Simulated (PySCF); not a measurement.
## Radial density of Ir (iridium, neutral)

UHF, [Xe] 4f14 5d7 6s1 6p1, one real determinant (an excited configuration). Calculation: PySCF 2.14, in x2c-TZVPPall; scalar relativity by spin-free X2C-1e.

```csv
r (bohr),4πr²ρ (e/bohr),4πr²(ρα − ρβ)
0.0135,106.4,0.0012
0.0227,93.29,0.0001
0.0383,124.4,0.0202
0.0643,136.1,0.0999
0.108,113.5,0.2108
0.182,118.3,-0.0019
0.306,72.83,0.3093
0.515,64.43,0.0392
0.866,21.42,1.0582
1.46,9.492,2.2026
2.45,2.206,1.2705
4.12,0.5097,0.4509
6.93,0.05006,0.0498
11.7,9.218e-05,0.0001
```

Densities and radii are taken from the X2C orbitals without a picture-change correction, which distorts them close to the nucleus.

⟨L²⟩ = 13.92 against 20 for a pure G term, so this real determinant mixes terms. Spin-orbit coupling, absent here, splits the open shell strongly.
